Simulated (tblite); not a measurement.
A tight-binding relaxation on `C[Se]/C=C1/C=CC(B(F)F)=C1`.

Computed with GFN2-xTB geometry optimisation, gas phase (tblite 0.8.0). Start geometry: from a force field or distance geometry. The input is one job of a driver script: a line of settings, then coordinates in Å.

Input:
```
{"job": {"kind": "relax", "xc": "GFN2-xTB", "basis": "xTB"}, "charge": 0, "multiplicity": 1}
C      4.053800    -0.469900    -0.298400
Se     2.272600    -0.662700     0.523600
C      1.175100     0.814500     0.000300
C     -0.142000     0.629600    -0.192200
C     -1.118700     1.630600    -0.579100
C     -2.317600     1.060900    -0.663500
C     -2.157800    -0.343000    -0.311900
B     -3.300300    -1.395000    -0.258300
F     -4.444000    -1.259300     0.599200
F     -3.125300    -2.560700    -1.096800
C     -0.898100    -0.630400    -0.025900
H      4.639700     0.140100     0.406200
H      3.956500     0.072600    -1.275900
H      4.524300    -1.446700    -0.497700
H      1.574800     1.820100    -0.159900
H     -0.957000     2.674000    -0.787100
H     -3.251400     1.531300    -0.928200
H     -0.493400    -1.599600     0.269200
```

Output:
```
step      E/eV     max force
  0    -882.36951    3.400
  1    -882.79449    2.178
  2    -882.96467    2.021
  3    -883.03640    0.749
  4    -883.09554    0.523
  5    -883.12920    0.738
  6    -883.15641    0.641
  7    -883.17545    0.376
  8    -883.19201    0.372
  9    -883.20280    0.265
... (72 lines left out)
 82    -883.51785    0.030
 83    -883.51803    0.042
 84    -883.51819    0.030
 85    -883.51832    0.029
 86    -883.51840    0.020
 87    -883.51845    0.018
 88    -883.51850    0.016
 89    -883.51853    0.014
 90    -883.51856    0.011
 91    -883.51858    0.010
```

«max force» is the largest atomic force in eV/Å.

**Question.** From which step on does the largest force stay under 0.1 eV/Å, and how much energy is left to gain from there?

**Answer.** From step 51 (0.098 eV/Å), 8.9 meV above the end.

Main results: energy lowered by 26.5 kcal/mol over 91 steps; largest atomic force 0.010 eV/Å at the end.

On one thread, Arm Neoverse V2 (aarch64), shared host, this took 0.71 s.
Labels such as C1 count atoms from 1, the log's own numbers from 0.
